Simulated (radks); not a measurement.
Ce XLI, 18 electrons, occupied as [Ar] (the NIST ground configuration). All-electron calculation, Dirac Kohn-Sham, PBE, spin-unpolarised, spherical densities, point nucleus. Program: a radial shooting solver on a logarithmic mesh with Libxc functionals. Some entries of the table are withheld. Estimate them.

| orbital | occ. | eigenvalue (eV) | <1/r> (bohr^-1) | <r> (bohr) |
|---|---|---|---|---|
| 1s1/2 | 2 | (1) | 63.36 | (2) |
| 2s1/2 | 2 | -8694.676 | (3) | (4) |
| 2p1/2 | 2 | -8357.257 | 15.03 | 0.08705 |
| 2p3/2 | 4 | -7902.851 | 13.63 | 0.09304 |
| 3s1/2 | 2 | -3284.422 | 5.963 | 0.2559 |
| 3p1/2 | 2 | -3157.657 | 5.894 | 0.2431 |
| 3p3/2 | 4 | -3046.999 | 5.532 | 0.2524 |
| 3d3/2 | 0 | -2859.752 | (5) | 0.2193 |
| 3d5/2 | 0 | -2833.614 | (6) | 0.2222 |
| 4s1/2 | 0 | -1695.349 | 3.092 | 0.4869 |

Answer. 
(1) 1s1/2 eigenvalue (eV): -42552.03
(2) 1s1/2 <r> (bohr): 0.02457
(3) 2s1/2 <1/r> (bohr^-1): 15.09
(4) 2s1/2 <r> (bohr): 0.1037
(5) 3d3/2 <1/r> (bohr^-1): 5.409
(6) 3d5/2 <1/r> (bohr^-1): 5.316
